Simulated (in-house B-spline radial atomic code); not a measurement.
## How G0W0 and RPA depend on the start: the oxygen ion O⁴⁺

Configuration [He] 2s2. Computed with an all-electron radial atomic-structure program (B-spline basis): all electrons, scalar-relativistic (spin-free one-electron X2C), finite nucleus, each spin shell either full or empty, empty states to l = 9 with an (l + 1/2)⁻⁴ tail; G0W0 by contour deformation at full frequency.

```csv
start,mean-field 2s (eV),G0W0 (eV),QP weight,RPA correlation (Eh)
Hartree-Fock,-111.41,-113.44,0.973,-0.19492
LDA VWN5,-102.26,-114.01,0.941,-0.2754
PBE,-102.72,-113.96,0.942,-0.27331
PBE0,-105.16,?,?,?
r2SCAN,-103.20,-113.95,0.946,-0.26231
HSE06,-104.73,-113.85,0.952,-0.24675
B3LYP (VWN-RPA),-104.78,-113.86,0.950,-0.24878
SCAN,-103.25,-113.96,0.946,-0.26285
TPSS,-103.16,-113.93,0.944,-0.26629
BHandHLYP,-107.53,-113.69,0.961,-0.22268
CAM-B3LYP,-106.72,-113.77,0.957,-0.23203
LC-wPBE,-108.26,-113.72,0.961,-0.22416
wB97X,-107.77,-113.68,0.962,-0.22314
PBEsol,-102.38,-113.97,0.942,-0.27299
BLYP,-102.69,-113.95,0.941,-0.27419
r2SCAN0,-105.46,-113.82,0.956,-0.23783
LDA exchange-only,-100.53,?,?,?
```

Q: What G0W0 level, weight and RPA correlation energy follow from the PBE0 start?

A: G0W0 level -113.83 eV, weight 0.953, RPA correlation -0.24302 hartree.

Q: What G0W0 level, weight and RPA correlation energy follow from the LDA exchange-only start?

A: G0W0 level -113.93 eV, weight 0.944, RPA correlation -0.2745 hartree.

Q: How much of the dependence on the start does G0W0 remove?

A: The mean-field levels span 10.9 eV and the G0W0 levels 0.569 eV. Against 113.899 eV (NIST, measured) the G0W0 removal energies are off by -0.45 to +0.11 eV.
